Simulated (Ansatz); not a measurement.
Program: Ansatz. Geometries: PBE0-D4/def2-TZVP. ΔE: electronic, gas phase. CBS: MP2 limit from def2 TZ/QZ plus the TZ coupled-cluster correction, frozen cores. Functionals use def2-TZVPP. B3LYP here is the variant with VWN-RPA as its local correlation; programs differ in this. For Ga outer-core shells are correlated without core-valence functions, which leaves a few kJ/mol of doubt a bond. Scalar relativity is left out up to krypton. One conformer a species, not always the lowest.

`F[CH2][Ga]1[SiH2][SiH2]1` → `F[Si@H]1[GaH][C@@H]1[SiH3]`  (isomerisation)

```json
{"level": "r2SCAN-D4", "ΔE (kJ/mol)": "-198.2"}
{"level": "r2SCANh-D4", "ΔE (kJ/mol)": "-200.6"}
{"level": "B3LYP", "ΔE (kJ/mol)": "-197.0"}
{"level": "HF/def2-TZVPP", "ΔE (kJ/mol)": "-226.3"}
```

**Question.** What does CCSD(T)/CBS give? (Estimate.)

**Answer.** Computed: -214.3 kJ/mol. The listed levels differ from it by 16.1, 13.7, 17.3, -12.0 kJ/mol.

Largest T1 diagnostic among the species: 0.014.

From PBE to PBE0 (25 % exact exchange), in def2-TZVPP and without D4, ΔE moves by −13.3 kJ/mol. At CCSD(T), def2-SVP lies +35.5 kJ/mol from the extrapolated value and def2-TZVPP +4.4 kJ/mol.

CCSD(T)/CBS has its own doubt, a few kJ/mol and more with outer-core shells, so smaller differences from it don't rank the levels.
